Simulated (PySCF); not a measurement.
N,N-dimethyl-1-methylsilylmethanamine (C4H13NSi), SMILES C[SiH2]CN(C)C.

Coordinates come from a PBE0-D3(BJ)/def2-SVP optimisation. Other conformers were not sampled.

The numbers are results of r2SCAN/def2-TZVP in PySCF, not measurements.

The molecule is in vacuum.

```
Quantity                                                                                                       Result
---------------------------------------------------------------------------------------------  ----------------------
total energy                                                                                       -504.40744 hartree
highest occupied level                                                                                       -4.99 eV
lowest empty level                                                                                            0.51 eV
orbital gap                                                                                                   5.50 eV
dipole moment                                                                                                  0.91 D
quadrupole, principal values (traceless, Buckingham form, about the centre of nuclear charge)  -3.93, -0.20, 4.13 D·Å
```
